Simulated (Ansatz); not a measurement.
Species: SnF₄, charge 0, multiplicity 1. 
Coordinates optimised at B3LYP-D3(BJ)/def2-TZVP (Ansatz, a program for electronic structure):
```
Sn
F 1 1.8899
F 1 1.8899 2 109.47
F 1 1.8899 2 109.47 3 -120.00
F 1 1.8899 2 109.47 3 120.00
```
Charge 0, spin multiplicity 1.

Computed values are from Ansatz. Correlated levels leave the core frozen unless marked. Open shells are spin-unrestricted. No spin-orbit coupling. The frozen core is the preceding noble-gas configuration, with the filled d and f shells of earlier blocks. In def2 rows, elements after Kr have scalar-relativistic effective core potentials. CBS(X,Y): correlation extrapolated as X^-3; Hartree-Fock from the larger set.

Problem. What is the dipole moment at CCSD(T)/def2-SVPD?

Solution. 0.00 D.

Problem. What is the atomisation energy De at CCSD(T)/CBS(def2-TZVPPD,def2-QZVPPD)?

Solution. 1785.5 kJ/mol.

Problem. What is the total energy at CCSD(T)/CBS(def2-TZVPPD,def2-QZVPPD)?

Solution. -612.7494 Eh.

Problem. What is the T1 diagnostic at CCSD/def2-QZVPPD?

Solution. 0.014.
